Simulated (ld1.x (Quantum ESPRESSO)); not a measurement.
# Scattering properties, RRKJ potential for ruthenium (Ru)

ld1.x (Quantum ESPRESSO) 7.5 input, shortened:

```
&input
   title='Ru', zed=44., rel=0, dft='PBE', iswitch=3,
   config='[Kr] 4d7 5s0 5p1'
 /
 &inputp
   pseudotype=2, tm=.false., rho0=0.01, lloc=0,
   nlcc=.false.
 /
3
5P  2  1   1.00   0.00  3.25  3.25  0.0
4D  3  2   7.00   0.00  2.00  2.00  0.0
5S  1  0   0.00   0.00  3.10  3.10  0.0
 &test
   configts(1)='4d7 5s0 5p1'
 /
```

The phase is arctan(r·u′/u) with u = r·R(r), unwrapped; energies in Ry, scanned from -3 to 5 Ry. A pole is an energy at which the radial function vanishes at the test radius. The pseudo phase is shifted by a multiple of π to meet the all-electron one at the reference energy, and phase errors are pseudo minus all-electron; the curves can meet again beyond the range given. Levels narrower than the energy grid can be missing from the lists of poles.

| channel | radius (bohr) | reference energy (Ry) | poles, all-electron | poles, pseudo | unbroken range about the reference energy with phases within 0.05 rad | phase error 1 Ry above the reference energy (rad) |
| --- | --- | --- | --- | --- | --- | --- |
| s | 3.57 | -0.36 | 0.39, 4.78 | 0.36, 3.36 | below 1.2 | -0.013 |
| p | 3.57 | -0.12 | 1.07 | 1.04, 4.77 | below 2.1 | -0.005 |
| d | 3.57 | -0.52 | -0.44, 2.47 | -0.44, 2.98 | below 0.4 | +0.057 |

Phases in the d channel:

| E (Ry) | all-electron | pseudo |
| --- | --- | --- |
| -3.00 | 1.409 | 1.409 |
| -2.52 | 1.394 | 1.394 |
| -2.04 | 1.374 | 1.374 |
| -1.56 | 1.343 | 1.344 |
| -1.08 | 1.285 | 1.286 |
| -0.60 | 0.619 | 0.625 |
| -0.12 | -1.839 | -1.832 |
| 0.36 | -2.075 | -2.041 |
| 0.84 | -2.992 | -2.700 |
| 1.32 | -4.291 | -4.101 |
| 1.80 | -4.572 | -4.489 |
| 2.28 | -4.682 | -4.619 |
| 2.76 | -4.753 | -4.689 |
| 3.24 | -4.821 | -4.738 |
| 3.72 | -4.919 | -4.781 |
| 4.20 | -5.173 | -4.830 |
| 4.68 | -6.676 | -4.898 |
